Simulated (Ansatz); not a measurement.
Basis-set extrapolation for CH6O2Si2 (`O[SiH]1C[SiH2]O1`) (PBE0-D4/def2-TZVP geometry, frozen core, Ansatz). Multiplicity 1, RHF reference.

|  | def2-TZVPP | def2-QZVPP |
| --- | --- | --- |
| HF | -769.206514 | -769.234583 |
| MP2 correlation | -0.882658 | -0.951163 |
| CCSD(T) correlation | -0.953256 | not run |

Energies in hartree. Use E(X) = E(∞) + A·exp(−7.88·√X) for Hartree–Fock and E(X) = E(∞) + B·X^(−2.97) for correlation, with X = 3 and 4, and add CCSD(T) minus MP2 of the smaller set to the MP2 limit.

What is the CCSD(T) energy at the basis-set limit?

HF limit: -769.234583 + (-0.028069) × 0.13774 = -769.23845. MP2 limit: -0.951163 + (-0.068505) × 0.74074 = -1.00191. Higher-order term: -0.953256 − (-0.882658) = -0.07060. Total: -770.31096 hartree, 4.11 eV below CCSD(T)/def2-TZVPP.
